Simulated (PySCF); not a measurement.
F3Zr, charge +1, multiplicity 1. Atoms are numbered in the order given.

```xyz
4

Zr     0.0000     0.0000     0.2412
F      1.5142    -0.8743    -0.3574
F     -1.5142    -0.8743    -0.3574
F      0.0000     1.7485    -0.3574
```
Charge +1, spin multiplicity 1.

Geometry: B3LYP-D3(BJ)/def2-TZVP. The multiplicity is an assumed one; other spin states were not compared. The isomer is the one that the SMILES or the coordinates give; other isomers of the formula were not compared. The def2 effective core potentials stand for the cores of Zr; spin–orbit coupling is left out.

All values below come from B3LYP-D3(BJ)/def2-TZVP in PySCF.

Frequencies are harmonic and unscaled.

Modes within 1.5 cm⁻¹ of each other (mostly degenerate sets) share a row, with their intensities summed.

### Question
List the normal modes with their intensities. (The exact figures need the calculation; the answer reports its results.)

### Answer

| mode | ν (cm⁻¹) | IR (km/mol) | moving atoms (share of kinetic energy) |
|---|---|---|---|
| 1 | 136 | 50.8 | F 69 %, Zr 31 % |
| 2–3 | 179 | 20.1 | F 90 %, Zr 10 % |
| 4 | 750 | 23.6 | F 93 % |
| 5–6 | 755 | 403.7 | F 77 %, Zr 23 % |
